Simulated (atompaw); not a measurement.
Pseudopotential generation for chromium (Cr): PAW (atompaw), PBE, scalar-relativistic.

```
Element                 : Cr (Z = 24)
Generator               : atompaw 4.2.0.5
Type                    : PAW
Functional              : PBE
Relativity              : scalar-relativistic
Frozen core             : [Ne] 3s2
Valence charge          : 12
Reference configuration : 3p6 3d5 4s1 4p0
Partial waves           : 4s (bound); 4s channel at 1.15 Ry; 3p (bound); 4p (bound, empty); 3d (bound); 3d channel at 0.1 Ry
Local potential         : troulliermartins scheme with l = 3 at 1 Ry, radius 2.80 bohr
Core correction         : smooth core density matched at 2.50 bohr
Augmentation charge     : gaussian compensation charge, radius 2.85 bohr; PAW radius 3.00 bohr; waves and projectors: bloechl
```

All-electron outer shells of the reference configuration (PBE, scalar-relativistic, ld1.x):

```csv
shell,level (eV),outermost node (bohr),outermost maximum (bohr)
2p,-560.70,–,0.20
3s,-73.99,0.36,0.78
3p,-45.44,0.33,0.80
4s,-4.01,1.12,2.74
3d,-2.91,–,0.84
4p,-0.99,1.25,3.94
```

Q: Does the generator finish with these settings?

A: Yes, a potential is produced.

Q: Estimate the cutoffs (Ry, on a coarse ladder) from which the occupation-weighted sum of valence levels, in a spherical-Bessel basis at the reference potential, stays within 10 and 1 mRy of its value at 400 Ry.

A: 21 Ry and 25 Ry.

Q: What does a ghost test show?

A: No extra level below or beside the all-electron valence levels (s, p, d, f tested).

Q: Is the overlap operator S = 1 + Σ q|β⟩⟨β| positive definite (Bessel basis up to 400 Ry)?

A: Yes: its lowest eigenvalue is 0.42 (s channel).
